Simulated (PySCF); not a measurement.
# Dipole moment and polarisability of `CC(=O)[N]([SiH3])[GeH3]`

C₂H₉GeNOSi.
Numbering: `[CH3:1][C:2](=[O:3])[N:4]([SiH3:5])[GeH3:6]` (hydrogens: H7, H8, H9 on C1; H10, H11, H12 on Si5; H13, H14, H15 on Ge6)

Geometry (PBE0-D3(BJ)/def2-SVP, Å), atoms numbered from 1 in this order:
```
atom  x, y, z in Å
C1     1.9791   -0.5473   -0.1712
C2     0.9996    0.5966   -0.0886
O3     1.3453    1.7574   -0.2255
N4    -0.3246    0.2968    0.1496
Si5   -0.9807   -1.3258    0.3690
Ge6   -1.3302    1.9006    0.1981
H7     1.7029   -1.2406   -0.9812
H8     2.9804   -0.1461   -0.3635
H9     1.9911   -1.1213    0.7687
H10   -2.4430   -1.1783    0.6002
H11   -0.3522   -2.0086    1.5404
H12   -0.7459   -2.1723   -0.8401
H13   -1.2594    2.5980   -1.1638
H14   -2.7651    1.4061    0.4696
H15   -0.8470    2.7833    1.3528
```

Level: CAM-B3LYP/def2-SVPD (PySCF), static field, nuclei fixed, core orbitals frozen in the response. The polarisability tensor in these axes (au):

```
x    98.00  -0.82  -3.76
y    -0.82 100.68  -1.68
z    -3.76  -1.68  75.38
```

Diagonalise the tensor; give its mean and Δα, where Δα² is half the sum of the squared differences of the eigenvalues.

Principal values 74.65, 98.48 and 100.93 au; mean 91.35 au = 13.54 Å³ = 15.06 × 10⁻⁴⁰ C²·m²/J; Δα = 25.14 au (28 % of the mean).

What is the dipole moment, and where does it point?

(-1.01, -2.38, 0.33) D, 2.61 D in size, pointing from the negative to the positive side. Measured along this direction, the outermost atoms are O3 and H15 at the negative end and H12, H11 and H10 at the positive end.

What would n − 1 = 2πNα be for an ideal gas of these molecules at 298.15 K and 1 atm, electronic part alone?

N = p/kT = 2.4615 × 10¹⁹ cm⁻³, so n − 1 = 2π × N × 13.54 × 10⁻²⁴ cm³ = 2094 × 10⁻⁶ at long wavelengths.

Give the eigenvalues of the traceless quadrupole moment Θ = ½Σq(3rr − r²1), origin at the centre of nuclear charge.

-9.71, 0.70, 9.01 D·Å. The values depend on the origin, since the dipole doesn't vanish. The electronic extent ⟨r²⟩ about the same centre is 1218 bohr², a root-mean-square distance of 2.04 Å for the 82 electrons.

Give the principal axes and the span of the nuclei along them.

Largest value along (-0.24, 0.97, -0.03), where the nuclei span 4.78 Å; middle along (0.96, 0.23, -0.17), 5.60 Å; least along (0.16, 0.07, 0.98), 2.56 Å. The strongest response doesn't lie along the longest of the three spans.

What depolarisation ratio follows for Rayleigh scattering of linearly polarised light, taking the static tensor?

ρ = 3Δα²/(45ᾱ² + 4Δα²) = 1896.7/(375542 + 2529.0) = 0.00502.

Isolated species at its PBE0-D3(BJ)/def2-SVP geometry (one conformer only). The calculation is non-relativistic, for germanium too.
